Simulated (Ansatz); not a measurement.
SiNH₅Br (SMILES [Br-].[SiH3]N) (charge -1), closed shell: a trajectory.

in.yaml

```yaml
crystal:
  periodic: [false, false, false]
  atoms:
    - {symbol: Br, position_ang: [-0.910410, -1.599216, -2.909541]}
    - {symbol: Si, position_ang: [0.377561, 0.015232, 0.949998]}
    - {symbol: N, position_ang: [-0.077425, 0.684256, -0.550309]}
    - {symbol: H, position_ang: [1.636955, -0.766163, 0.806899]}
    - {symbol: H, position_ang: [0.636551, 1.134821, 1.911834]}
    - {symbol: H, position_ang: [-0.597282, -0.882724, 1.653431]}
    - {symbol: H, position_ang: [-0.795933, 1.392839, -0.543673]}
    - {symbol: H, position_ang: [-0.270017, 0.020854, -1.318740]}
basis:
  gaussian: {orbitals: def2-SVPD}
total_charge: -1
hamiltonian: {xc: pbe0, dispersion: d4}
md: {n_steps: 80, timestep: 1.0, temperature: 500, ensemble: nvt_nose_hoover, seed: 499, initial_velocities: maxwell_boltzmann}
```

Command:

```bash
ansatz run in.yaml --threads 4 --pin off --events-out ev --progress --plain --max-ram 9574MiB
```

The run's output (Ansatz 0.2.0):

```
Functional definition: PBE0
  name "PBE0"
  cite "Adamo & Barone, J. Chem. Phys. 110, 6158 (1999) doi:10.1063/1.478522"
  cite "Perdew, Burke & Ernzerhof, Phys. Rev. Lett. 77, 3865 (1996) doi:10.1103/PhysRevLett.77.3865"
  parent pbe
  parameter a = 0.25
  parameter kappa = 0.804
  parameter beta = 0.06672455060314922
  exchange = (1 - a)*pbe_x(kappa = kappa, mu = beta*pi^2/3) + a*exact_x
  correlation = pbe_c(beta = beta)
1281 factors; integrals over basis functions are off by at most 2.8e-4 eV
mean field evaluation 1: about -79471.8850 eV, gradient 2.7e1 eV
mean field evaluation 2: about -79471.0075 eV, gradient 3.4e1 eV
mean field evaluation 4: about -79473.4085 eV, gradient 1.0e0 eV
mean field evaluation 8: about -79473.4142 eV, gradient 1.0e-2 eV
mean field -79473.41415173 eV, -2920.5941010613 hartree, gradient 2.1e-5 eV, S^2 0.000000; 0 other end points of the search recorded, 0 dependent functions left out
the calculation of the forces begins
reference -79473.41418708 eV, -2920.5941023604 hartree; 31, 31 occupied and 94, 94 virtual orbitals, 1281 factors
md step     0: t =     0.00 fs  T =   500.0 K  F+E_penalty+E_count = -79473.53301338 eV  E_kin = 0.387780 eV  conserved = -79473.14523339 eV  (24 SCF iters)
md step     1: t =     1.00 fs  T =   420.4 K  F+E_penalty+E_count = -79473.46680686 eV  E_kin = 0.326061 eV  conserved = -79473.14074759 eV  (24 SCF iters, 3 dispersion substeps)
md step     2: t =     2.00 fs  T =   298.1 K  F+E_penalty+E_count = -79473.36499885 eV  E_kin = 0.231220 eV  conserved = -79473.13378964 eV  (24 SCF iters, 3 dispersion substeps)
md step     3: t =     3.00 fs  T =   241.8 K  F+E_penalty+E_count = -79473.32396329 eV  E_kin = 0.187555 eV  conserved = -79473.13644318 eV  (25 SCF iters, 3 dispersion substeps)
md step     4: t =     4.00 fs  T =   226.0 K  F+E_penalty+E_count = -79473.31438444 eV  E_kin = 0.175248 eV  conserved = -79473.13921007 eV  (25 SCF iters, 3 dispersion substeps)
md step     5: t =     5.00 fs  T =   200.4 K  F+E_penalty+E_count = -79473.29274314 eV  E_kin = 0.155432 eV  conserved = -79473.13743871 eV  (25 SCF iters, 3 dispersion substeps)
md step     6: t =     6.00 fs  T =   184.5 K  F+E_penalty+E_count = -79473.27848359 eV  E_kin = 0.143068 eV  conserved = -79473.13560942 eV  (25 SCF iters, 3 dispersion substeps)
md step     7: t =     7.00 fs  T =   208.9 K  F+E_penalty+E_count = -79473.29771812 eV  E_kin = 0.162042 eV  conserved = -79473.13595807 eV  (25 SCF iters, 3 dispersion substeps)
md step     8: t =     8.00 fs  T =   264.8 K  F+E_penalty+E_count = -79473.34355318 eV  E_kin = 0.205333 eV  conserved = -79473.13862858 eV  (24 SCF iters, 3 dispersion substeps)
md step     9: t =     9.00 fs  T =   300.7 K  F+E_penalty+E_count = -79473.37405089 eV  E_kin = 0.233198 eV  conserved = -79473.14143319 eV  (25 SCF iters, 3 dispersion substeps)
md step    10: t =    10.00 fs  T =   274.7 K  F+E_penalty+E_count = -79473.35138730 eV  E_kin = 0.213072 eV  conserved = -79473.13908851 eV  (25 SCF iters, 3 dispersion substeps)
md step    11: t =    11.00 fs  T =   231.8 K  F+E_penalty+E_count = -79473.31272309 eV  E_kin = 0.179809 eV  conserved = -79473.13387435 eV  (24 SCF iters, 3 dispersion substeps)
md step    12: t =    12.00 fs  T =   244.9 K  F+E_penalty+E_count = -79473.32561404 eV  E_kin = 0.189912 eV  conserved = -79473.13685966 eV  (24 SCF iters, 3 dispersion substeps)
md step    13: t =    13.00 fs  T =   275.0 K  F+E_penalty+E_count = -79473.35267503 eV  E_kin = 0.213272 eV  conserved = -79473.14079584 eV  (25 SCF iters, 3 dispersion substeps)
md step    14: t =    14.00 fs  T =   258.5 K  F+E_penalty+E_count = -79473.33759668 eV  E_kin = 0.200508 eV  conserved = -79473.13874183 eV  (25 SCF iters, 3 dispersion substeps)
md step    15: t =    15.00 fs  T =   220.4 K  F+E_penalty+E_count = -79473.30479066 eV  E_kin = 0.170958 eV  conserved = -79473.13573713 eV  (25 SCF iters, 3 dispersion substeps)
md step    16: t =    16.00 fs  T =   214.1 K  F+E_penalty+E_count = -79473.29925285 eV  E_kin = 0.166052 eV  conserved = -79473.13535308 eV  (25 SCF iters, 3 dispersion substeps)
[...]
md step    47: t =    47.00 fs  T =   222.7 K  F+E_penalty+E_count = -79473.28577221 eV  E_kin = 0.172709 eV  conserved = -79473.13431080 eV  (25 SCF iters, 3 dispersion substeps)
md step    48: t =    48.00 fs  T =   239.3 K  F+E_penalty+E_count = -79473.30282776 eV  E_kin = 0.185629 eV  conserved = -79473.13931014 eV  (24 SCF iters, 3 dispersion substeps)
md step    49: t =    49.00 fs  T =   246.0 K  F+E_penalty+E_count = -79473.30734401 eV  E_kin = 0.190754 eV  conserved = -79473.13963186 eV  (25 SCF iters, 3 dispersion substeps)
md step    50: t =    50.00 fs  T =   232.8 K  F+E_penalty+E_count = -79473.29110353 eV  E_kin = 0.180556 eV  conserved = -79473.13452885 eV  (24 SCF iters, 3 dispersion substeps)
md step    51: t =    51.00 fs  T =   272.7 K  F+E_penalty+E_count = -79473.32065412 eV  E_kin = 0.211489 eV  conserved = -79473.13416238 eV  (25 SCF iters, 3 dispersion substeps)
md step    52: t =    52.00 fs  T =   373.6 K  F+E_penalty+E_count = -79473.40222194 eV  E_kin = 0.289752 eV  conserved = -79473.13879370 eV  (25 SCF iters, 3 dispersion substeps)
md step    53: t =    53.00 fs  T =   453.6 K  F+E_penalty+E_count = -79473.46687586 eV  E_kin = 0.351827 eV  conserved = -79473.14309232 eV  (25 SCF iters, 3 dispersion substeps)
md step    54: t =    54.00 fs  T =   430.3 K  F+E_penalty+E_count = -79473.44710611 eV  E_kin = 0.333737 eV  conserved = -79473.14326539 eV  (25 SCF iters, 3 dispersion substeps)
md step    55: t =    55.00 fs  T =   309.3 K  F+E_penalty+E_count = -79473.34477287 eV  E_kin = 0.239892 eV  conserved = -79473.13634046 eV  (25 SCF iters, 3 dispersion substeps)
md step    56: t =    56.00 fs  T =   208.0 K  F+E_penalty+E_count = -79473.26058289 eV  E_kin = 0.161301 eV  conserved = -79473.13185400 eV  (25 SCF iters, 3 dispersion substeps)
md step    57: t =    57.00 fs  T =   194.2 K  F+E_penalty+E_count = -79473.25479857 eV  E_kin = 0.150600 eV  conserved = -79473.13765602 eV  (25 SCF iters, 3 dispersion substeps)
md step    58: t =    58.00 fs  T =   187.5 K  F+E_penalty+E_count = -79473.25149720 eV  E_kin = 0.145435 eV  conserved = -79473.14038129 eV  (25 SCF iters, 3 dispersion substeps)
md step    59: t =    59.00 fs  T =   137.8 K  F+E_penalty+E_count = -79473.20790615 eV  E_kin = 0.106893 eV  conserved = -79473.13608526 eV  (25 SCF iters, 3 dispersion substeps)
md step    60: t =    60.00 fs  T =   114.4 K  F+E_penalty+E_count = -79473.18470801 eV  E_kin = 0.088737 eV  conserved = -79473.13164268 eV  (25 SCF iters, 3 dispersion substeps)
md step    61: t =    61.00 fs  T =   189.6 K  F+E_penalty+E_count = -79473.24523620 eV  E_kin = 0.147040 eV  conserved = -79473.13461198 eV  (25 SCF iters, 3 dispersion substeps)
md step    62: t =    62.00 fs  T =   310.3 K  F+E_penalty+E_count = -79473.34533247 eV  E_kin = 0.240621 eV  conserved = -79473.14237767 eV  (24 SCF iters, 3 dispersion substeps)
md step    63: t =    63.00 fs  T =   349.4 K  F+E_penalty+E_count = -79473.37494384 eV  E_kin = 0.270954 eV  conserved = -79473.14332984 eV  (25 SCF iters, 3 dispersion substeps)
md step    64: t =    64.00 fs  T =   295.7 K  F+E_penalty+E_count = -79473.32333460 eV  E_kin = 0.229311 eV  conserved = -79473.13502235 eV  (25 SCF iters, 3 dispersion substeps)
md step    65: t =    65.00 fs  T =   275.9 K  F+E_penalty+E_count = -79473.30411101 eV  E_kin = 0.213990 eV  conserved = -79473.13261107 eV  (24 SCF iters, 3 dispersion substeps)
md step    66: t =    66.00 fs  T =   334.2 K  F+E_penalty+E_count = -79473.35357533 eV  E_kin = 0.259196 eV  conserved = -79473.13848747 eV  (24 SCF iters, 3 dispersion substeps)
md step    67: t =    67.00 fs  T =   383.4 K  F+E_penalty+E_count = -79473.39212017 eV  E_kin = 0.297380 eV  conserved = -79473.14077503 eV  (25 SCF iters, 3 dispersion substeps)
md step    68: t =    68.00 fs  T =   369.9 K  F+E_penalty+E_count = -79473.37805211 eV  E_kin = 0.286862 eV  conserved = -79473.13926706 eV  (24 SCF iters, 3 dispersion substeps)
md step    69: t =    69.00 fs  T =   314.9 K  F+E_penalty+E_count = -79473.33067504 eV  E_kin = 0.244245 eV  conserved = -79473.13638293 eV  (25 SCF iters, 3 dispersion substeps)
md step    70: t =    70.00 fs  T =   273.7 K  F+E_penalty+E_count = -79473.29456096 eV  E_kin = 0.212242 eV  conserved = -79473.13390426 eV  (25 SCF iters, 3 dispersion substeps)
md step    71: t =    71.00 fs  T =   283.0 K  F+E_penalty+E_count = -79473.30260924 eV  E_kin = 0.219476 eV  conserved = -79473.13628635 eV  (25 SCF iters, 3 dispersion substeps)
md step    72: t =    72.00 fs  T =   303.9 K  F+E_penalty+E_count = -79473.32068795 eV  E_kin = 0.235678 eV  conserved = -79473.13983880 eV  (25 SCF iters, 3 dispersion substeps)
md step    73: t =    73.00 fs  T =   293.0 K  F+E_penalty+E_count = -79473.30656447 eV  E_kin = 0.227271 eV  conserved = -79473.13584911 eV  (25 SCF iters, 3 dispersion substeps)
md step    74: t =    74.00 fs  T =   303.6 K  F+E_penalty+E_count = -79473.31146574 eV  E_kin = 0.235457 eV  conserved = -79473.13431210 eV  (24 SCF iters, 3 dispersion substeps)
md step    75: t =    75.00 fs  T =   353.1 K  F+E_penalty+E_count = -79473.35323335 eV  E_kin = 0.273860 eV  conserved = -79473.13962372 eV  (24 SCF iters, 3 dispersion substeps)
md step    76: t =    76.00 fs  T =   365.0 K  F+E_penalty+E_count = -79473.36091011 eV  E_kin = 0.283070 eV  conserved = -79473.14024086 eV  (24 SCF iters, 3 dispersion substeps)
md step    77: t =    77.00 fs  T =   316.3 K  F+E_penalty+E_count = -79473.31821994 eV  E_kin = 0.245303 eV  conserved = -79473.13737593 eV  (25 SCF iters, 3 dispersion substeps)
md step    78: t =    78.00 fs  T =   251.0 K  F+E_penalty+E_count = -79473.26421395 eV  E_kin = 0.194629 eV  conserved = -79473.13577516 eV  (25 SCF iters, 3 dispersion substeps)
md step    79: t =    79.00 fs  T =   203.0 K  F+E_penalty+E_count = -79473.22562261 eV  E_kin = 0.157476 eV  conserved = -79473.13574207 eV  (24 SCF iters, 3 dispersion substeps)
md step    80: t =    80.00 fs  T =   176.8 K  F+E_penalty+E_count = -79473.20485969 eV  E_kin = 0.137157 eV  conserved = -79473.13649285 eV  (25 SCF iters, 3 dispersion substeps)
Total energy: -79473.20489451 eV, -2920.5864110002 hartree
Atom 0 at    -0.889024    -1.591600    -2.873000 Å, force     0.034715    -0.027973    -0.004101 eV/Å
Atom 1 at     0.358489    -0.054776     0.857045 Å, force     0.060682    -0.289190    -0.790736 eV/Å
Atom 2 at    -0.155940     0.771999    -0.555978 Å, force     0.453016     1.165285     1.790769 eV/Å
Atom 3 at     1.335146    -1.133585     0.478766 Å, force    -0.346070    -0.033279     0.227304 eV/Å
Atom 4 at     1.031004     0.895537     1.690987 Å, force     0.960214     0.935947     0.907311 eV/Å
Atom 5 at    -0.748436    -0.405902     1.765673 Å, force    -0.402048    -0.728705     0.282247 eV/Å
Atom 6 at    -0.822659     1.521506    -0.319326 Å, force     0.230294    -0.778541    -1.073863 eV/Å
Atom 7 at    -0.257653     0.149693    -1.334277 Å, force    -0.990803    -0.243543    -1.338931 eV/Å
Dipole moment:     0.122242     0.501624     0.851797 e Å

[the SCF lines of later steps are left out]
```

Hardware: 4 CPU threads of an Intel Xeon Platinum 8259CL, shared host. Wall time about 3.3 min.
